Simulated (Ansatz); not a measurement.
Reaction (ligand exchange at a Ge–O bond): `F[SiH2][O][GeH3]` + `[GeH3][TeH]` → `[GeH3][Te][GeH3]` + `O[SiH2]F`

Isolated molecules relaxed with PBE0-D4/def2-TZVP in Ansatz; ΔE leaves out vibrations. CCSD(T)/CBS adds triple-zeta CCSD(T) − MP2 to the extrapolated MP2 energy (def2 sets, frozen cores). Functionals use def2-TZVPP. B3LYP here is the variant with VWN-RPA as its local correlation; programs differ in this. def2 core potentials past Kr. For Ge, Te outer-core shells are correlated without core-valence functions, which leaves a few kJ/mol of doubt a bond. Scalar relativity is left out up to krypton. One conformer a species, not always the lowest.

CCSD(T)/CBS gives -35.0 kJ/mol.

Task: Another level gave -30.5 kJ/mol. Which?
A. r2SCAN0/def2-TZVPP
B. B3LYP-D4/def2-TZVPP
C. CAM-B3LYP/def2-TZVPP
D. PBE/def2-TZVPP

Result: B. B3LYP-D4 -30.5, r2SCAN0 -35.6, PBE -40.2, CAM-B3LYP -20.6 kJ/mol.

Task: What do rigid-rotor, harmonic-oscillator terms from PBE0-D4/def2-TZVP frequencies (298.15 K, 1 bar) make of the CCSD(T)/CBS value? (Best estimate.)

Result: The calculation gave: ΔZPE = +8.0 kJ/mol, ΔH = -26.4 kJ/mol, ΔS = -8 J/(mol·K), ΔG = -24.0 kJ/mol. Modes under 50 cm⁻¹ make the entropy rough.

Largest T1 diagnostic among the species: 0.012.

The D4 term adds −3.6 kJ/mol with B3LYP and −1.9 kJ/mol with PBE0; it sums over pairs of atoms, weighted by their polarisabilities, and B3LYP, whose exchange is more repulsive, gets the larger term. In def2-TZVPP, CCSD(T) changes the Hartree–Fock value by −13.7 kJ/mol (the triples alone add −2.5 kJ/mol) and MP2 by −22.3 kJ/mol. From BLYP to BHLYP (50 % exact exchange), in def2-TZVPP and without D4, ΔE moves by +3.6 kJ/mol.
